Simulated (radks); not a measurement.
The numbers below are computed, except where a source is named.
Task: Species: W3+. Configuration: [Kr] 4d10 4f14 5s1 5p6 5d3 6s1 (not the ground configuration). Level of theory: scalar-relativistic Kohn-Sham, r2SCAN, spin-unpolarised, spherical densities, finite nucleus; meta-GGA in the generalised Kohn-Sham scheme; Fermi nuclear charge, rms radius 5.3658 fm (a radial shooting solver on a logarithmic mesh with Libxc functionals). Some entries of the table are withheld. Estimate them.

orbital  occ.  eigenvalue (eV)  <1/r> (bohr^-1)
1s          2        -69601.29            87.05
2s          2        -12070.45            20.37
2p          6        -10559.10            18.45
3s          2        -2818.651            7.555
3p          6        -2368.937            6.969
3d         10        -1850.611            6.575
4s          2        -616.9950            3.199
4p          6        -468.8484            2.909
4d         10        -280.0013            2.588
5s          1        -116.4388            1.264
5p          6         -78.9884              (1)
4f         14         -70.8756            2.096
5d          3         -35.2166           0.7736
6s          1         -30.1180              (2)
6p          0         -21.8016           0.4217
6d          0         -12.1169           0.3032

Result: 
(1) 5p <1/r> (bohr^-1): 1.078
(2) 6s <1/r> (bohr^-1): 0.5074
